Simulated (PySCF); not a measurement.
Run record: excited-state job, `C[Se][C@H](F)CCF`.

Method: TDDFT PBE0/def2-SVPD, vertical, gas phase, core orbitals frozen in the response (PySCF 2.14.0, density-fitted response routines). Geometry: GFN2-xTB. The input is one job of a driver script: a line of settings, then coordinates in Å.

Command:
```bash
OMP_NUM_THREADS=1 python probes_run.py task.json out
```

Input:
```
{"job": {"kind": "uv", "xc": "PBE0", "basis": "def2-SVPD", "nstates": 6, "ntriplets": 2}, "charge": 0, "multiplicity": 1}
C      2.745722     0.274600    -0.586008
Se     1.068310    -0.433993    -1.282391
C      0.066238    -0.279744     0.425383
F      0.667884    -1.115847     1.327186
C     -1.400608    -0.647373     0.279830
C     -2.150743     0.380867    -0.551223
F     -2.125126     1.603460     0.073744
H      3.040053    -0.314671     0.278695
H      2.611116     1.320576    -0.318105
H      3.488179     0.180788    -1.373884
H      0.198767     0.741191     0.805441
H     -1.491500    -1.627818    -0.192349
H     -1.836055    -0.699587     1.281403
H     -3.203520     0.106962    -0.667427
H     -1.683131     0.518578    -1.533518
```

Output:
```
coarse grid: 58432 points
cycle   1  E = -2757.2064166290  dE = -3.355e-01  |g| = 5.931e-01  |ddm| = 4.788e+00
cycle   2  E = -2757.1461122690  dE =  6.030e-02  |g| = 8.575e-01  |ddm| = 1.419e+00
cycle   3  E = -2757.2697609800  dE = -1.236e-01  |g| = 7.582e-02  |ddm| = 7.740e-01
cycle   4  E = -2757.2708279085  dE = -1.067e-03  |g| = 2.638e-02  |ddm| = 1.224e-01
cycle   5  E = -2757.2709911057  dE = -1.632e-04  |g| = 6.342e-03  |ddm| = 4.151e-02
cycle   6  E = -2757.2709983027  dE = -7.197e-06  |g| = 2.079e-03  |ddm| = 8.993e-03
final grid: 124096 points
cycle   7  E = -2757.2710100456  dE =  5.927e-07  |g| = 2.892e-03  |ddm| = 9.003e-03
cycle   8  E = -2757.2710083087  dE =  1.737e-06  |g| = 4.251e-03  |ddm| = 6.298e-03
cycle   9  E = -2757.2710115936  dE = -3.285e-06  |g| = 1.739e-04  |ddm| = 3.595e-03
cycle  10  E = -2757.2710116015  dE = -7.902e-09  |g| = 3.277e-05  |ddm| = 3.291e-04
cycle  11  E = -2757.2710116017  dE = -1.892e-10  |g| = 7.532e-06  |ddm| = 3.712e-05
converged SCF energy = -2757.2710116017

Static polarisability (au): isotropic 80.270, principal 69.758 74.820 96.231

Singlet excitations
state   eV       nm        f      main configurations
  1   4.7455    261.3   0.00007   H->L 0.96
  2   5.7868    214.3   0.01981   H->L+1 0.95
  3   6.1061    203.0   0.03497   H->L+2 0.92
  4   6.6363    186.8   0.00661   H->L+3 0.74, H->L+4 0.12
  5   6.7503    183.7   0.01601   H->L+4 0.62, H->L+5 0.19, H->L+3 0.14
  6   6.8573    180.8   0.00484   H->L+5 0.70, H->L+4 0.23

Triplet excitations (Tamm-Dancoff, eV): 4.2552 5.1858
```

The SCF starts on a coarse grid where the log names one; the energy can jump when the final grid takes over, and dE then counts from the start density on the new grid. H and L stand for HOMO and LUMO; the number after each pair is its weight.

Problem. How does the lowest singlet excitation compare with the HOMO–LUMO gap?

Solution. HOMO -6.49 eV and LUMO -0.18 eV give a gap of 6.31 eV; S1 at 4.75 eV lies 1.56 eV below it.

Summary of the converged run: HOMO -6.49 eV, LUMO -0.18 eV; lowest singlet 4.75 eV; lowest triplet 4.26 eV (Tamm–Dancoff); mean polarisability 80.3 au.

 The PBE0/def2-SVPD calculation is non-relativistic and has no spin–orbit coupling, an omission that weighs most on selenium.

Problem. Estimate the wall time. Hardware: Intel Xeon 6975P-C, one thread, no GPU, shared host with 192 logical CPUs at a one-minute load of 27. And the peak memory of the process?

Solution. About 33 s (density and orbital grids were written too), with 0.90 GiB resident at the peak, the Python interpreter and its libraries included.

One conformer stands for the species.
Labels such as C1 count atoms from 1, the log's own numbers from 0.
